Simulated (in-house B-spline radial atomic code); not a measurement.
The numbers below are computed, except where a source is named.
Weak and strong correlation along the adiabatic connection

Two-electron singlets in several external potentials (atomic units), by full CI in B-splines with partial waves to l = 8 (correlation energies up to 0.6 % small). The repulsion is scaled by λ at fixed density; W(λ) is the mean repulsion less the Hartree energy, W(0) = E_x, and the area under W from 0 to 1 is E_xc.

Relative drop (W(λ) − E_x)/E_x:

```json
{"system": "−Z exp(−kr)/r, Z = 2.04, k = 0.103", "λ = 0.12": "0.0108", "λ = 0.25": "0.0219", "λ = 0.4": "0.0339", "λ = 0.6": "0.0489", "λ = 0.8": "0.0627", "λ = 1": "0.0755"}
{"system": "ω²r²/2 − Z/r, ω = 4.46, Z = 1.5", "λ = 0.12": "0.0058", "λ = 0.25": "0.0119", "λ = 0.4": "0.0186", "λ = 0.6": "0.0273", "λ = 0.8": "0.0356", "λ = 1": "0.0435"}
{"system": "−V exp(−r²/w²), V = 0.922, w = 12.7", "λ = 0.12": "0.0520", "λ = 0.25": "0.0950", "λ = 0.4": "0.1324", "λ = 0.6": "0.1690", "λ = 0.8": "0.1958", "λ = 1": "0.2163"}
{"system": "ω²r²/2, ω = 1.22", "λ = 0.12": "0.0140", "λ = 0.25": "0.0282", "λ = 0.4": "0.0433", "λ = 0.6": "0.0616", "λ = 0.8": "0.0781", "λ = 1": "0.0930"}
{"system": "−Z/r, Z = 7.72, wall at 3.65 bohr", "λ = 0.12": "0.0024", "λ = 0.25": "0.0050", "λ = 0.4": "0.0080", "λ = 0.6": "0.0118", "λ = 0.8": "0.0156", "λ = 1": "0.0193"}
{"system": "ω²r²/2 − Z/r, ω = 0.011, Z = 1", "λ = 0.12": "0.0354", "λ = 0.25": "0.0675", "λ = 0.4": "0.0983", "λ = 0.6": "0.1315", "λ = 0.8": "0.1581", "λ = 1": "0.1799"}
{"system": "−V exp(−r²/w²), V = 6.52, w = 7.28", "λ = 0.12": "0.0229", "λ = 0.25": "0.0450", "λ = 0.4": "0.0674", "λ = 0.6": "0.0931", "λ = 0.8": "0.1149", "λ = 1": "0.1336"}
```

(1) Order the systems by how far second-order (GL2) theory, half the initial slope (estimated from the first points of each curve), overshoots the correlation energy, least first.
A. −Z exp(−kr)/r, Z = 2.04, k = 0.103
B. −V exp(−r²/w²), V = 0.922, w = 12.7
C. ω²r²/2 − Z/r, ω = 4.46, Z = 1.5
D. ω²r²/2, ω = 1.22
E. ω²r²/2 − Z/r, ω = 0.011, Z = 1
F. −Z/r, Z = 7.72, wall at 3.65 bohr
G. −V exp(−r²/w²), V = 6.52, w = 7.28

(2) What else changes along this order?

Results:

(1) F (GL2/E_c = 1.03), C (GL2/E_c = 1.08), A (GL2/E_c = 1.15), D (GL2/E_c = 1.19), G (GL2/E_c = 1.32), E (GL2/E_c = 1.50), B (GL2/E_c = 1.79).

(2) The ratio follows the bend of the curve. With it the leading natural occupation goes from 1.999 to 1.821 and −T_c/E_c from 0.97 to 0.56 between the first and the last.
